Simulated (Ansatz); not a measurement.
Cost and result up the ladder for Sn(NMeEt)H3 (C3H11NSn) (16 atoms). Charge 0, multiplicity 1. Geometry: r2SCAN-D4/def2-SVP.

```xyz
16

Sn   -0.8819    0.3319    1.9159
N    -0.1816   -0.6523    0.2545
C     1.1409   -1.2370    0.3194
C    -0.5674   -0.1642   -1.0575
C     0.1785    1.0719   -1.5676
H     1.2416   -2.0286   -0.4501
H     1.9845   -0.5283    0.1633
H     1.3002   -1.7200    1.2985
H    -0.4285   -0.9926   -1.7842
H    -1.6530    0.0464   -1.0485
H    -0.1720    1.3580   -2.5730
H     0.0206    1.9353   -0.8985
H     1.2640    0.8943   -1.6333
H    -0.0229    1.7809    2.2955
H    -0.7046   -0.7848    3.2022
H    -2.5184    0.6891    1.5633
```

Ansatz on 4 threads of Intel Xeon on a shared host. Times are rough, and most runs start from the orbitals of an earlier one. PBE0-D4/def2-TZVPD serves as the yardstick here, not as an exact answer. Differences are given only for rows in sets of like size (and for xTB, whose basis is part of the method), since another set adds its own error. Binding counts from free atoms at the same level (Sn triplet, N quartet, C triplet, H doublet; other spins of the atoms weren't run), without zero-point energy or a counterpoise term.

In the def2 sets Sn takes a core potential; there is no spin–orbit coupling. Correlated methods freeze 8 core orbitals; core or outer-core shells of Sn are correlated, in sets that lack core-valence functions. The rows differ in basis, and correlated rows in double-zeta sets carry the largest basis error.

Correlated methods converge slowly with the basis, most of all in double-zeta sets.

```csv
level,functions,wall time,binding energy per atom (eV),difference from PBE0-D4/def2-TZVPD (eV)
PBE-D4/def2-SVP,137,2.9 s,3.61,–
PBE0-D4/def2-SVP,137,3.8 s,3.57,–
revPBE-D4/def2-TZVP,240,4.3 s,3.52,-0.03
PBE-D4/def2-TZVP (with forces),240,7 s,3.59,0.05
BHLYP-D4/def2-TZVP,240,7.5 s,3.47,-0.08
PBE-D4/def2-TZVPD,303,7.5 s,3.59,0.05
PBE0-D4/def2-TZVP,240,8 s,3.55,0.00
r2SCAN-D4/def2-TZVP,240,8 s,3.53,-0.01
r2SCANh-D4/def2-TZVP,240,10 s,3.52,-0.03
MP2/def2-TZVP,240,11 s,3.41,-0.14
PBE0-D4/def2-TZVPD,303,12 s,3.55,0.00
r2SCANh-D4/def2-TZVPD,303,16 s,3.52,-0.03
CCSD(T)/def2-SVP,137,41 s,3.38,–
```
